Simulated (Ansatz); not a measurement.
`O[SiH2][SiH](O)S` + `N[SiH3]` → `N[SiH2][SiH](O)S` + `O[SiH3]`  (formal exchange of groups at the Si–Si bond)

Program: Ansatz. Geometries: PBE0-D4/def2-TZVP. ΔE: electronic, gas phase. CCSD(T)/CBS adds triple-zeta CCSD(T) − MP2 to the extrapolated MP2 energy (def2 sets, frozen cores). This one scheme is used for every species. Functionals use def2-TZVPP. Each species was taken in one conformer, which may not be the lowest.

`O[SiH2][SiH](O)S`:

Cartesian coordinates in Å:
```
O -0.886 1.965 -0.238
Si -0.968 0.741 0.873
Si 0.505 -0.937 0.158
O 1.868 -0.064 -0.187
S -0.244 -1.996 -1.544
H -0.002 2.258 -0.469
H -2.376 0.278 0.884
H -0.604 1.209 2.243
H 0.784 -2.044 1.114
H 2.580 -0.517 -0.644
H -0.657 -0.891 -2.190
```

`N[SiH3]`:

Z-matrix (Å, degrees):
```
Si
N 1 1.720
H 1 1.486 2 107.9
H 1 1.494 2 116.0 3 -120.3
H 1 1.486 2 107.9 3 119.4
H 2 1.007 1 119.6 3 -168.6
H 2 1.007 1 119.6 3 49.2
```

`N[SiH2][SiH](O)S`:

Cartesian coordinates in Å:
```
N -0.164 1.118 -1.573
Si 0.730 1.181 -0.091
Si -0.065 -0.689 1.077
O -1.712 -0.633 1.149
S 0.661 -2.336 -0.095
H -0.073 0.298 -2.154
H -0.224 1.946 -2.147
H 2.220 1.174 -0.219
H 0.347 2.445 0.593
H 0.363 -0.850 2.486
H -2.146 -0.361 0.337
H 0.063 -3.293 0.637
```

`O[SiH3]`:

Z-matrix (Å, degrees):
```
Si
O 1 1.648
H 1 1.489 2 111.7
H 1 1.489 2 111.7 3 120.9
H 1 1.481 2 105.9 3 -119.6
H 2 0.957 1 117.9 3 -60.5
```

```tsv
level	ΔE (kcal/mol)
ωB97X-V	0.0
MP2/def2-QZVPP	-0.3
MP2/CBS(def2)	-0.3
CCSD/CBS(def2)	-0.1
```

(1) What does CCSD(T)/CBS give? (Best estimate.)

Largest T1 diagnostic among the species: 0.012.

Answers

(1) Ansatz gave: -0.2 kcal/mol. The listed levels differ from it by 0.2, -0.1, -0.1, 0.1 kcal/mol.
